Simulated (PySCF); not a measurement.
Choosing a molecule for a target property.

Each SMILES stands for a single optimised conformer of the isolated species, non-relativistic unless stated. Electronic properties by PySCF.

Dipoles, sizes and rotational constants follow the conformer. The torsions of the flexible species, by atom-mapped SMILES:
- `[CH3:1][Ge:2]([CH3:3])([CH3:4])[c:5]1[cH:6][cH:7][cH:8][cH:9][cH:10]1`: C1–Ge2–C5–C6 1°
- `[CH3:1][C:2]1([c:3]2[c:4]([F:5])[c:6]2=[O:7])[CH2:8][CH2:9][CH2:10]1`: C1–C2–C3–C4 -2°
- `[H]/[N:1]=[CH:2]\[C@@H:3]1[CH2:4][NH:5]1`: N1–C2–C3–C4 67°
- `[CH3:1][SiH2:2][SeH:3]`: H–Se3–Si2–C1 -64°
- `[CH2:1]=[CH:2][C:3](=[CH2:4])[NH:5][CH:6]=[O:7]`: C1–C2–C3–C4 180°, C2–C3–N5–C6 180°, C3–N5–C6–O7 0°
- `[CH2:1]=[C:2]=[C:3]([CH3:4])[C:5]([NH2:6])=[O:7]`: C2–C3–C5–N6 1°, H–N6–C5–C3 0°, H–N6–C5–C3 -179°

Problem. Wanted: smallest rotational constant below 1.7 GHz (PBE0-D3(BJ)/def2-SVP) and vertical ionisation energy above 9 eV (ΔSCF wB97X-D/def2-SVPD), at PBE0-D3(BJ)/def2-SVP geometries. Which candidate meets both?
A. `CC1(c2c(F)c2=O)CCC1`
B. `[CH3][Ge]([CH3])([CH3])[C]1=CC=CC=C1`
C. `C=CC(=C)NC=O`
D. `C[SiH2][SeH]`
E. `[C@H]1(/C=N\[H])NC1`

Solution. A. Computed values:
```csv
species,smallest rotational constant,vertical ionisation energy
[CH3][Ge]([CH3])([CH3])[C]1=CC=CC=C1,0.561 GHz,8.84 eV
CC1(c2c(F)c2=O)CCC1,0.730 GHz,9.42 eV
C=CC(=C)NC=O,1.350 GHz,8.64 eV
C[SiH2][SeH],2.096 GHz,9.16 eV
[C@H]1(/C=N\[H])NC1,3.708 GHz,9.92 eV
```

Problem. Wanted: HOMO energy between -9.4 eV and -9.2 eV (wB97X-D/def2-SVPD) and dipole moment above 3.8 D (wB97X-D/def2-SVPD), at PBE0-D3(BJ)/def2-SVP geometries. Which candidate meets both?
A. `C=CC(=C)NC=O`
B. `C[SiH2][SeH]`
C. `C1(c2c(c2F)=O)(CCC1)C`
D. `[H]/N=C\[C@@H]1CN1`
E. `C=C=C(C)C(N)=O`
F. `[CH3][Ge]([CH3])([CH3])[c]1ccccc1`

Solution. E. Computed values:
```csv
species,HOMO energy,dipole moment
[H]/N=C\[C@@H]1CN1,-9.49 eV,4.09 D
C=C=C(C)C(N)=O,-9.29 eV,3.83 D
C1(c2c(c2F)=O)(CCC1)C,-9.11 eV,4.53 D
[CH3][Ge]([CH3])([CH3])[c]1ccccc1,-8.87 eV,0.20 D
C[SiH2][SeH],-8.74 eV,1.68 D
C=CC(=C)NC=O,-8.52 eV,3.68 D
```
